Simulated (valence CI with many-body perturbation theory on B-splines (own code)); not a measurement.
# Ta XLI: calculated level list

Method: relativistic CI+MBPT: five valence electrons over a frozen Dirac-Fock core [Ar] 3d10, radial functions for each j: 9 s, 9 p, 8 d, 6 f, 3 g, 1 h, with the one-electron correlation potential Σ1, the two-electron term Σ2, the three-electron term Σ3, Breit, model QED; selected CI, second order for the rest (own B-spline code, finite nucleus).

No measured spectrum was set against this ion. As an estimate, large intervals hold to a few tenths of a per cent, small ones and those within an open d or f shell to about a per cent. Among the levels kept, up to 270 cm⁻¹ of a level comes from second order outside the variational space, and about a tenth of that is noise between levels of different J, which matters for small intervals.

Levels 1 to 45 of 51, with energies above the lowest level, (4s^2 4p1/2^2 4p3/2) J=3/2. "Leading %" is the weight of the configuration and term that name the level; weights of strongly mixed levels are sums over their largest components and can fall short. In the jj column 3d3/2^4 stands for four electrons in 3d with j = 3/2. Lifetimes count E1, E2, E3, M1 and M2 decay at the calculated energies, and are blank where another channel may lead or the interval is too uncertain; long ones can be off by a factor of two.

| No. | Configuration | Term | J | E (eV) | Leading % | Lifetime | Leading jj | Second component |
| --- | --- | --- | --- | --- | --- | --- | --- | --- |
| 1 | 4s²4p³ | ²P° | 3/2 | 0.00 | 46 |  | 4s^2 4p1/2^2 4p3/2 (99 %) | 27 % 4s²4p³ ⁴S° |
| 2 | 4s²4p³ | ⁴S° | 3/2 | 82.47 | 54 | 176 ns | 4s^2 4p1/2 4p3/2^2 (99 %) | 45 % 4s²4p³ ²D° |
| 3 | 4s²4p³ | ²D° | 5/2 | 87.82 | 99 | 850 ns | 4s^2 4p1/2 4p3/2^2 (99 %) |  |
| 4 | 4s²4p³ | ²P° | 1/2 | 94.55 | 99 | 260 ns | 4s^2 4p1/2 4p3/2^2 (99 %) |  |
| 5 | 4s²4p²4d | ²D | 3/2 | 150.20 | 37 | 99.8 ps | 4s^2 4p1/2^2 4d3/2 (96 %) | 35 % 4s²4p²4d ⁴F |
| 6 | 4s4p⁴ | ⁴P | 5/2 | 170.15 | 32 | 28.0 ps | 4s^2 4p1/2^2 4d5/2 (53 %) | 16 % 4s²4p²4d ²D |
| 7 | 4s²4p³ | ²P° | 3/2 | 177.98 | 52 | 89.1 ns | 4s^2 4p3/2^3 (98 %) | 28 % 4s²4p³ ²D° |
| 8 | 4s4p⁴ | ⁴P | 5/2 | 183.29 | 38 | 3.41 ps | 4s 4p1/2^2 4p3/2^2 (51 %) | 13 % 4s4p⁴ ²D |
| 9 | 4s4p⁴ | ²S | 1/2 | 192.59 | 57 | 4.22 ps | 4s 4p1/2^2 4p3/2^2 (92 %) | 31 % 4s4p⁴ ⁴P |
| 10 | 4s4p⁴ | ²P | 3/2 | 194.73 | 37 | 2.15 ps | 4s 4p1/2^2 4p3/2^2 (86 %) | 33 % 4s4p⁴ ²D |
| 11 | 4s²4p²4d | ²F | 5/2 | 232.30 | 46 | 122 ps | 4s^2 4p1/2 4p3/2 4d3/2 (97 %) | 45 % 4s²4p²4d ⁴F |
| 12 | 4s²4p²4d | ⁴F | 3/2 | 232.47 | 36 | 19.7 ps | 4s^2 4p1/2 4p3/2 4d3/2 (95 %) | 27 % 4s²4p²4d ⁴D |
| 13 | 4s²4p²4d | ⁴D | 1/2 | 232.83 | 79 | 113 ps | 4s^2 4p1/2 4p3/2 4d3/2 (98 %) | 13 % 4s²4p²4d ²P |
| 14 | 4s²4p²4d | ²G | 7/2 | 237.65 | 46 | 4.91 ns | 4s^2 4p1/2 4p3/2 4d3/2 (95 %) | 27 % 4s²4p²4d ²F |
| 15 | 4s²4p²4d | ²P | 3/2 | 250.77 | 31 | 54.7 ps | 4s^2 4p1/2 4p3/2 4d5/2 (65 %) | 29 % 4s4p⁴ ⁴P |
| 16 | 4s²4p²4d | ⁴D | 7/2 | 251.04 | 47 | 1.43 ns | 4s^2 4p1/2 4p3/2 4d5/2 (99 %) | 36 % 4s²4p²4d ⁴F |
| 17 | 4s²4p²4d | ²D | 5/2 | 251.73 | 30 | 751 fs | 4s^2 4p1/2 4p3/2 4d3/2 (78 %) | 27 % 4s²4p²4d ⁴P |
| 18 | 4s²4p²4d | ²D | 3/2 | 252.92 | 34 | 567 fs | 4s^2 4p1/2 4p3/2 4d3/2 (87 %) | 25 % 4s²4p²4d ²P |
| 19 | 4s²4p²4d | ⁴P | 1/2 | 253.67 | 36 | 697 fs | 4s^2 4p1/2 4p3/2 4d3/2 (91 %) | 35 % 4s²4p²4d ²P |
| 20 | 4s²4p²4d | ²D | 5/2 | 254.92 | 33 | 8.63 ps | 4s^2 4p1/2 4p3/2 4d5/2 (70 %) | 20 % 4s²4p²4d ²F |
| 21 | 4s²4p²4d | ²G | 9/2 | 256.97 | 59 | 8.28 μs | 4s^2 4p1/2 4p3/2 4d5/2 (98 %) | 40 % 4s²4p²4d ⁴F |
| 22 | 4s²4p²4d | ²D | 3/2 | 269.64 | 27 | 3.03 ps | 4s^2 4p1/2 4p3/2 4d5/2 (60 %) | 23 % 4s²4p²4d ⁴D |
| 23 | 4s²4p²4d | ²F | 7/2 | 269.78 | 51 | 2.32 ps | 4s^2 4p1/2 4p3/2 4d5/2 (91 %) | 25 % 4s²4p²4d ²G |
| 24 | 4s²4p²4d | ²D | 5/2 | 270.04 | 29 | 1.31 ps | 4s^2 4p1/2 4p3/2 4d5/2 (80 %) | 24 % 4s²4p²4d ⁴P |
| 25 | 4s²4p²4d | ²P | 1/2 | 271.31 | 36 | 2.59 ps | 4s^2 4p1/2 4p3/2 4d5/2 (75 %) | 34 % 4s²4p²4d ²S |
| 26 | 4s²4p²4d | ²P | 3/2 | 274.99 | 30 | 1.82 ps | 4s^2 4p1/2 4p3/2 4d5/2 (59 %) | 26 % 4s4p⁴ ⁴P |
| 27 | 4s4p⁴ | ²D | 5/2 | 279.67 | 54 | 1.64 ps | 4s 4p1/2 4p3/2^3 (65 %) | 13 % 4s4p⁴ ⁴P |
| 28 | 4s4p⁴ | ²P | 3/2 | 288.72 | 43 | 1.10 ps | 4s 4p1/2 4p3/2^3 (81 %) | 33 % 4s4p⁴ ²D |
| 29 | 4s4p⁴ | ²P | 1/2 | 289.36 | 42 | 956 fs | 4s 4p1/2 4p3/2^3 (66 %) | 25 % 4s²4p²4d ²P |
| 30 | 4s4p³4d | ⁴D° | 5/2 | 325.42 | 27 | 30.3 ps | 4s 4p1/2^2 4p3/2 4d3/2 (92 %) | 24 % 4s4p³4d ⁶D° |
| 31 | 4s4p³4d | ⁶D° | 3/2 | 326.33 | 30 | 18.0 ps | 4s 4p1/2^2 4p3/2 4d3/2 (94 %) | 18 % 4s4p³4d ⁴D° |
| 32 | 4s4p³4d | ⁴P° | 1/2 | 326.38 | 43 | 34.1 ps | 4s 4p1/2^2 4p3/2 4d3/2 (94 %) | 36 % 4s4p³4d ⁶D° |
| 33 | 4s4p³4d | ⁴F° | 7/2 | 328.50 | 24 | 63.1 ps | 4s 4p1/2^2 4p3/2 4d3/2 (82 %) | 22 % 4s4p³4d ⁶D° |
| 34 | 4s²4p²4d | ²D | 3/2 | 333.86 | 35 | 697 fs | 4s^2 4p3/2^2 4d3/2 (90 %) | 26 % 4s²4p²4d ⁴P |
| 35 | 4s²4p²4d | ⁴P | 1/2 | 334.19 | 41 | 780 fs | 4s^2 4p3/2^2 4d3/2 (88 %) | 27 % 4s²4p²4d ²P |
| 36 | 4s²4p²4d | ²D | 5/2 | 334.65 | 28 | 811 fs | 4s^2 4p3/2^2 4d3/2 (87 %) | 21 % 4s²4p²4d ⁴D |
| 37 | 4s²4p²4f | ⁴G° | 5/2 | 335.89 | 16 | 32.0 ps | 4s 4p1/2^2 4p3/2 4d3/2 (49 %) | 14 % 4s²4p²4f ²F° |
| 38 | 4s²4p²4d | ²F | 7/2 | 336.80 | 48 | 912 fs | 4s^2 4p3/2^2 4d3/2 (85 %) | 21 % 4s²4p²4d ⁴F |
| 39 | 4s4p³4d | ⁴F° | 3/2 | 338.00 | 26 | 4.41 ps | 4s 4p1/2^2 4p3/2 4d3/2 (79 %) | 18 % 4s4p³4d ²D° |
| 40 | 4s²4p²4d | ²F | 7/2 | 341.43 | 57 | 8.59 ps | 4s^2 4p3/2^2 4d5/2 (89 %) | 29 % 4s²4p²4d ⁴D |
| 41 | 4s²4p²4d | ²P | 1/2 | 342.22 | 45 | 72.1 ps | 4s^2 4p3/2^2 4d5/2 (80 %) | 25 % 4s²4p²4d ²S |
| 42 | 4s²4p²4d | ⁴F | 9/2 | 342.28 | 59 | 152 ns | 4s^2 4p3/2^2 4d5/2 (98 %) | 40 % 4s²4p²4d ²G |
| 43 | 4s4p³4d | ⁴F° | 9/2 | 343.59 | 45 | 49.8 ps | 4s 4p1/2^2 4p3/2 4d5/2 (96 %) | 35 % 4s4p³4d ⁶D° |
| 44 | 4s²4p²4d | ²D | 3/2 | 344.81 | 66 | 859 fs | 4s^2 4p3/2^2 4d3/2 (89 %) | 9 % 4s²4p²4d ²P |
| 45 | 4s4p³4d | ⁴D° | 1/2 | 346.57 | 50 | 2.25 ps | 4s 4p1/2^2 4p3/2 4d3/2 (92 %) | 23 % 4s4p³4d ²P° |

The ionisation energy to 4s²4p² ³P0 of the next ion comes out as 1912.1 eV (NIST: 1910 ± 4 eV (theoretical)). All 51 levels together are meant to be complete up to 362.10 eV.
